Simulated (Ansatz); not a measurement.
Reaction (substitution at a C–C bond): `N#C[CH2][GeH2][F]` + CH₃SH → `CSC#N` + `[CH3][GeH2][F]`

Computed with Ansatz on PBE0-D4/def2-TZVP structures; ΔE is electronic, products minus reactants. CBS: MP2 limit from def2 TZ/QZ plus the TZ coupled-cluster correction, frozen cores. This one scheme is used for every species. Functionals use def2-TZVPP. HSE06 is defined as in plane-wave codes. For Ge outer-core shells are correlated without core-valence functions, which leaves a few kJ/mol of doubt a bond. Scalar relativity is left out up to krypton. One conformer a species, not always the lowest.

`N#C[CH2][GeH2][F]`:

```xyz
9

N     0.291    1.948   -1.933
C     0.391    1.395   -0.929
C     0.475    0.648    0.301
Ge   -0.516   -1.048    0.141
F    -0.307   -1.796    1.698
H     0.049    1.222    1.126
H     1.516    0.421    0.539
H    -2.017   -0.812   -0.048
H     0.118   -1.980   -0.895
```

CH₃SH:

Cartesian coordinates in Å:
```
C 0.474 0.094 0.088
S -1.246 -0.221 0.541
H 0.908 -0.751 -0.445
H 1.015 0.228 1.024
H 0.572 1.004 -0.503
H -1.724 -0.354 -0.705
```

`CSC#N`:

```xyz
7

C    -0.911   -0.177    0.262
S     0.711   -0.978    0.282
C     1.626    0.236   -0.433
N     2.282    1.052   -0.922
H    -0.893    0.734    0.857
H    -1.593   -0.898    0.714
H    -1.221    0.030   -0.760
```

`[CH3][GeH2][F]`:

```xyz
8

C    -0.957    0.086   -0.408
Ge    0.774   -0.069    0.446
F     1.951   -0.182   -0.842
H    -1.745    0.158    0.344
H    -1.144   -0.790   -1.031
H    -0.986    0.979   -1.033
H     0.938   -1.358    1.268
H     1.170    1.176    1.257
```

```json
{"level": "BLYP-D4", "ΔE (kJ/mol)": "1.0", "difference from CCSD(T)/CBS": "-8.2"}
{"level": "r2SCAN-D4", "ΔE (kJ/mol)": "2.2", "difference from CCSD(T)/CBS": "-7.0"}
{"level": "HSE06-D4", "ΔE (kJ/mol)": "6.9", "difference from CCSD(T)/CBS": "-2.3"}
{"level": "BHLYP-D4", "ΔE (kJ/mol)": "12.3", "difference from CCSD(T)/CBS": "3.1"}
{"level": "PBE-QIDH", "ΔE (kJ/mol)": "9.0", "difference from CCSD(T)/CBS": "-0.2"}
{"level": "r2SCAN0", "ΔE (kJ/mol)": "7.2", "difference from CCSD(T)/CBS": "-2.0"}
{"level": "LC-ωPBE", "ΔE (kJ/mol)": "11.1", "difference from CCSD(T)/CBS": "1.9"}
{"level": "HF/def2-SVP", "ΔE (kJ/mol)": "29.1", "difference from CCSD(T)/CBS": "19.9"}
{"level": "CCSD(T)/def2-SVP", "ΔE (kJ/mol)": "15.3", "difference from CCSD(T)/CBS": "6.1"}
{"level": "MP2/def2-QZVPP", "ΔE (kJ/mol)": "6.4", "difference from CCSD(T)/CBS": "-2.8"}
{"level": "CCSD(T)/CBS", "ΔE (kJ/mol)": "9.2", "difference from CCSD(T)/CBS": "0"}
```

Largest T1 diagnostic among the species: 0.013.

Leaving LDA and LC-ωPBE aside and taking each functional with its dispersion term where it has one, the values, not all of them listed here, spread over 12.4 kJ/mol, from revPBE-D4 to BHLYP-D4. LDA lies +3.7 kJ/mol from PBE without D4. From BLYP to BHLYP (50 % exact exchange), in def2-TZVPP and without D4, ΔE moves by +11.0 kJ/mol. At CCSD(T), def2-SVP lies +6.1 kJ/mol from the extrapolated value and def2-TZVPP +0.6 kJ/mol.

CCSD(T)/CBS has its own doubt, a few kJ/mol and more with outer-core shells, so smaller differences from it don't rank the levels.
